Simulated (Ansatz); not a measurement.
Abridged output of a molecular run in Ansatz:

```
Functional definition: HF
1629 factors; integrals over basis functions are off by at most 9.9e-4 eV
mean field evaluation 1: about -16783.9213 eV, gradient 4.8e1 eV
mean field evaluation 2: about -16784.2772 eV, gradient 4.8e1 eV
mean field evaluation 4: about -16788.7077 eV, gradient 4.4e0 eV
mean field evaluation 8: about -16788.7777 eV, gradient 3.9e-1 eV
mean field -16788.77814894 eV, -616.9762171308 hartree, gradient 3.3e-6 eV, S^2 0.000000; 0 other end points of the search recorded, 0 dependent functions left out
10 core orbitals not correlated: weight in the atoms' cores, before any rotation towards them, 1.000 or more for the frozen orbitals, at most 0.000 for the correlated occupied ones
reference -16788.77814894 eV, -616.9762171308 hartree; 18, 18 occupied and 239, 239 virtual orbitals, 1629 factors
second order -31.85558802 eV of doubles, -0.00000000 eV of singles
cycle   1  -31.64165568 eV  change    2.1e-1 eV  update   1.2e-1
cycle   2  -32.36576962 eV  change   -7.2e-1 eV  update   3.5e-2
cycle   3  -32.53890204 eV  change   -1.7e-1 eV  update   1.7e-2
cycle   4  -32.52040499 eV  change    1.8e-2 eV  update   3.6e-3
cycle   5  -32.51901559 eV  change    1.4e-3 eV  update   1.6e-3
cycle   6  -32.52036982 eV  change   -1.4e-3 eV  update   4.8e-4
cycle   7  -32.52015781 eV  change    2.1e-4 eV  update   2.0e-4
cycle   8  -32.52002193 eV  change    1.4e-4 eV  update   6.9e-5
cycle   9  -32.52003662 eV  change   -1.5e-5 eV  update   3.1e-5
perturbative correction -1.22321613 eV, -0.0449523636 hartree
Total energy: -16822.52140168 eV, -618.2162587972 hartree
```

Its atoms:

Z-matrix (Å, degrees):
```
Si
F 1 1.595
C 1 1.867 2 107.6
O 1 1.627 2 112.0 3 117.2
H 1 1.475 2 106.8 3 -124.3
C 3 1.469 1 119.4 2 163.5
O 3 1.445 1 112.5 2 98.8
H 3 1.089 1 120.8 2 -39.0
H 4 0.963 1 114.3 2 -86.7
H 6 1.088 3 119.9 1 4.6
H 6 1.087 3 118.7 1 156.4
```

Question: Which basis set was used?
A. cc-pV(D+d)Z
B. def2-TZVPPD
C. def2-QZVPP
D. def2-TZVPP

Answer: D. It gives 267 functions.

Question: Write the keys of the input that set method, charge and spin (a neutral closed shell needs none for the last two).

Answer: 
```yaml
correlation: {method: ccsd_t}
```
